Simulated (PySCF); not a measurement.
# Spinor energies of Pr⁴⁺ (praseodymium, charge +4)

Start: [Xe] 4f1; 4f5/2 filled at m_j = +5/2. Calculated with PySCF 2.14 in x2c-QZVPPall-2c (16s16p12d6f4g1h, 213 functions): generalised Hartree-Fock with the X2C-1e Hamiltonian and a Gaussian nucleus; one run each with spin-orbit coupling (SO) switched off, then screened by Boettger's factors.

```json
{"spinor shell": "1s1/2", "electrons": "2", "ε, spin-free (eV)": "-42244.6", "ε, screened SO (eV)": "-42238.6", "weight of nominal j (screened SO)": "1.000", "rms radius, screened SO (bohr)": "0.0275"}
{"spinor shell": "2s1/2", "electrons": "2", "ε, spin-free (eV)": "-6952.1", "ε, screened SO (eV)": "-6950.2", "weight of nominal j (screened SO)": "1.000", "rms radius, screened SO (bohr)": "0.111"}
{"spinor shell": "2p1/2", "electrons": "2", "ε, spin-free (eV)": "-6219.2", "ε, screened SO (eV)": "-6557.0", "weight of nominal j (screened SO)": "1.000", "rms radius, screened SO (bohr)": "0.0958"}
{"spinor shell": "2p3/2", "electrons": "4", "ε, spin-free (eV)": "-6219.2", "ε, screened SO (eV)": "-6071.0", "weight of nominal j (screened SO)": "1.000", "rms radius, screened SO (bohr)": "0.102"}
{"spinor shell": "3s1/2", "electrons": "2", "ε, spin-free (eV)": "-1590.2", "ε, screened SO (eV)": "-1589.5", "weight of nominal j (screened SO)": "1.000", "rms radius, screened SO (bohr)": "0.290"}
{"spinor shell": "3p1/2", "electrons": "2", "ε, spin-free (eV)": "-1352.8", "ε, screened SO (eV)": "-1421.3", "weight of nominal j (screened SO)": "1.000", "rms radius, screened SO (bohr)": "0.282"}
{"spinor shell": "3p3/2", "electrons": "4", "ε, spin-free (eV)": "-1352.8", "ε, screened SO (eV)": "-1322.3", "weight of nominal j (screened SO)": "1.000", "rms radius, screened SO (bohr)": "0.294"}
{"spinor shell": "3d3/2", "electrons": "4", "ε, spin-free (eV)": "-1019.2", "ε, screened SO (eV)": "-1031.7", "weight of nominal j (screened SO)": "1.000", "rms radius, screened SO (bohr)": "0.266"}
{"spinor shell": "3d5/2", "electrons": "6", "ε, spin-free (eV)": "-1019.2", "ε, screened SO (eV)": "-1010.2", "weight of nominal j (screened SO)": "1.000", "rms radius, screened SO (bohr)": "0.269"}
{"spinor shell": "4s1/2", "electrons": "2", "ε, spin-free (eV)": "-378.45", "ε, screened SO (eV)": "-378.23", "weight of nominal j (screened SO)": "1.000", "rms radius, screened SO (bohr)": "0.657"}
{"spinor shell": "4p1/2", "electrons": "2", "ε, spin-free (eV)": "-297.50", "ε, screened SO (eV)": "-312.99", "weight of nominal j (screened SO)": "0.998", "rms radius, screened SO (bohr)": "0.678"}
{"spinor shell": "4p3/2", "electrons": "4", "ε, spin-free (eV)": "-297.50", "ε, screened SO (eV)": "-290.49", "weight of nominal j (screened SO)": "0.999", "rms radius, screened SO (bohr)": "0.705"}
{"spinor shell": "4d3/2", "electrons": "4", "ε, spin-free (eV)": "-178.02", "ε, screened SO (eV)": "-181.29", "weight of nominal j (screened SO)": "0.971", "rms radius, screened SO (bohr)": "0.766"}
{"spinor shell": "4d5/2", "electrons": "6", "ε, spin-free (eV)": "-178.02", "ε, screened SO (eV)": "-175.63", "weight of nominal j (screened SO)": "0.981", "rms radius, screened SO (bohr)": "0.775"}
{"spinor shell": "5s1/2", "electrons": "2", "ε, spin-free (eV)": "-91.842", "ε, screened SO (eV)": "-91.795", "weight of nominal j (screened SO)": "1.000", "rms radius, screened SO (bohr)": "1.53"}
{"spinor shell": "5p1/2", "electrons": "2", "ε, spin-free (eV)": "-67.564", "ε, screened SO (eV)": "-70.281", "weight of nominal j (screened SO)": "0.987", "rms radius, screened SO (bohr)": "1.67"}
{"spinor shell": "5p3/2", "electrons": "4", "ε, spin-free (eV)": "-67.564", "ε, screened SO (eV)": "-66.329", "weight of nominal j (screened SO)": "0.993", "rms radius, screened SO (bohr)": "1.74"}
{"spinor shell": "4f5/2", "electrons": "1", "ε, spin-free (eV)": "-59.592", "ε, screened SO (eV)": "-59.738", "weight of nominal j (screened SO)": "0.990", "rms radius, screened SO (bohr)": "1.00"}
```

```json
{"quantity": "E (hartree)", "spin-free": "-9228.54044", "screened SO": "-9232.87310"}
{"quantity": "M_J", "spin-free": "5/2", "screened SO": "5/2"}
{"quantity": "⟨J²⟩", "spin-free": "9.762", "screened SO": "8.826"}
{"quantity": "⟨L²⟩", "spin-free": "12.010", "screened SO": "12.053"}
{"quantity": "⟨S²⟩", "spin-free": "0.751", "screened SO": "0.794"}
```

Each row is a mean over spinors that exchange with the open shell spreads, by up to 7.140 eV (4d3/2).

⟨J²⟩ departs a little from M_J(M_J + 1) because the unrestricted spinors polarise the closed shells.

Breit and QED terms are absent; they matter most for the inner s and p1/2 levels.

Densities and radii are taken from the X2C orbitals without a picture-change correction, which distorts them close to the nucleus.

Without spin-orbit coupling the j labels of p, d and f shells carry no meaning; the spin-free column gives the mean over the occupied spinors of each nl shell, and its ⟨J²⟩ belongs to a mixture of degenerate components.
